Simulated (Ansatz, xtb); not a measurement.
# AlGeH6Si: where a starting geometry ends

The starting geometry of this gas-phase doublet was built from a drawn formula by distance geometry and a force field; its bonds are those of `[SiH3][Al][GeH3]`.

```xyz
9

Al   -0.0997   -0.9056   -0.6872
Ge    2.2095   -1.0647   -1.4971
Si   -0.9006    1.1788    0.0443
H     0.1523    2.2170   -0.1769
H    -2.0669    1.5275   -0.7060
H    -1.2413    1.0688    1.4565
H     2.5025   -2.5756   -1.9080
H     3.2007   -0.6313   -0.4695
H     2.3818   -0.1852   -2.7606
```

Task: Where would you expect an optimisation with r2SCAN-D4/def2-SVP to take it?

Result: It keeps its bonds, and is `[SiH3][Al][GeH3]`.

The energy falls by 0.23 eV over 7 steps:

| step | E − E(last) (eV) |
| --- | --- |
| 1 | 0.230 |
| 2 | 0.021 |
| 3 | 0.001 |
| 4 | 0.000 |
| 5 | 0.000 |
| 6 | 0.000 |
| 7 | 0.000 |

Final geometry (Å):

```xyz
9

Al   -0.1059   -0.9649   -0.7327
Ge    2.2385   -1.1729   -1.5508
Si   -0.9298    1.2333    0.0586
H     0.0350    2.3708   -0.1022
H    -2.1912    1.6023   -0.6637
H    -1.2736    1.1344    1.5158
H     2.6558   -2.5986   -1.9560
H     3.2496   -0.6982   -0.4844
H     2.4600   -0.2766   -2.7890
```

From the same start GFN2-xTB ends elsewhere, differing in Al1–H8 (1.88 against 3.38 Å here).

The end wasn't checked by frequencies. Open shells are spin-unrestricted. Run with Ansatz 0.2.0, 49 s on 2 threads of Intel(R) Xeon(R) Platinum 8259CL CPU @ 2.50GHz (Skylake/Cascade Lake) (shared host).
